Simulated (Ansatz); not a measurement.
C$_{6}$H$_{12}$O$_{3}$, triplet, at the geometry of the source list (a higher spin typed on purpose: for a closed-shell molecule this is an excited state); B3LYP/STO-3G (Ansatz, a first-principles code).

Input for Ansatz:
Ansatz 0.2 input:
```yaml
crystal:
  periodic: [false, false, false]
  atoms:
    - {symbol: C, position_ang: [3.14610000, 1.08270000, 0.21070000]}
    - {symbol: O, position_ang: [2.18850000, 0.09440000, 0.48860000]}
    - {symbol: C, position_ang: [0.94080000, 0.36990000, -0.09480000]}
    - {symbol: C, position_ang: [-0.04980000, -0.72150000, 0.32480000]}
    - {symbol: C, position_ang: [0.40140000, -2.09790000, -0.13270000]}
    - {symbol: O, position_ang: [-1.32670000, -0.45940000, -0.26930000]}
    - {symbol: C, position_ang: [-2.10780000, 0.45840000, 0.30800000]}
    - {symbol: C, position_ang: [-3.41360000, 0.58520000, -0.43330000]}
    - {symbol: O, position_ang: [-1.80060000, 1.08720000, 1.28570000]}
    - {symbol: H, position_ang: [2.83200000, 2.06110000, 0.59500000]}
    - {symbol: H, position_ang: [3.32450000, 1.17160000, -0.86900000]}
    - {symbol: H, position_ang: [4.06360000, 0.77410000, 0.70670000]}
    - {symbol: H, position_ang: [1.02230000, 0.38870000, -1.19430000]}
    - {symbol: H, position_ang: [0.56490000, 1.34810000, 0.24130000]}
    - {symbol: H, position_ang: [-0.15510000, -0.68790000, 1.41630000]}
    - {symbol: H, position_ang: [-0.32320000, -2.85000000, 0.16750000]}
    - {symbol: H, position_ang: [0.49820000, -2.11360000, -1.21490000]}
    - {symbol: H, position_ang: [1.36450000, -2.31720000, 0.31780000]}
    - {symbol: H, position_ang: [-3.21760000, 0.88920000, -1.45840000]}
    - {symbol: H, position_ang: [-4.04280000, 1.31850000, 0.06010000]}
    - {symbol: H, position_ang: [-3.90970000, -0.38160000, -0.45580000]}
basis:
  gaussian:
    orbitals: STO-3G
    point_charges:
      - {charge: 1.0, position_ang: [4.0712, -1.2005, -5.8811]}
hamiltonian:
  xc: b3lyp
magnetization: {spin_polarized: true, initial_magnetization: 2}
```

**Question.** Write the output that Ansatz gives for this input, abridged.

**Answer.** 
```
Functional definition: B3LYP
824 factors; integrals over basis functions are off by at most 4.6e-5 eV
mean field evaluation 1: about -12388.3228 eV, gradient 1.6e1 eV
mean field evaluation 2: about -12388.2463 eV, gradient 2.1e1 eV
mean field evaluation 4: about -12391.0004 eV, gradient 2.9e0 eV
mean field evaluation 8: about -12390.9973 eV, gradient 1.9e-1 eV
mean field evaluation 16: about -12390.9998 eV, gradient 2.4e-3 eV
mean field -12390.99983917 eV, -455.3608451681 hartree, gradient 3.4e-5 eV, S^2 2.001917; 2 other end points of the search recorded, 0 dependent functions left out
reference -12391.00010783 eV, -455.3608550414 hartree; 37, 35 occupied and 20, 22 virtual orbitals, 824 factors
Total energy: -12391.00010783 eV, -455.3608550414 hartree
```
